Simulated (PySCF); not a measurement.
CH₈FNSi₂, SMILES [Si@H](N[SiH3])(C)F.

Geometry optimised at PBE0-D3(BJ)/def2-SVP. The structure was generated by enumeration; whether it is a known compound was not checked. Other conformers were not sampled.

Computed with PBE0/def2-TZVP run with PySCF.

Computed frontier levels, gap, dipole moment and polarisability:
```
Item                                                                                                            Value
---------------------------------------------------------------------------------------------  ----------------------
highest occupied level                                                                                       -7.91 eV
lowest empty level                                                                                            0.20 eV
orbital gap                                                                                                   8.11 eV
dipole moment                                                                                                  1.67 D
quadrupole, principal values (traceless, Buckingham form, about the centre of nuclear charge)   -7.71, 0.58, 7.12 D·Å
mean static polarisability                                                                      68.7 bohr³ (10.18 Å³)
polarisability, principal values                                                               60.7, 66.5, 78.9 bohr³
```
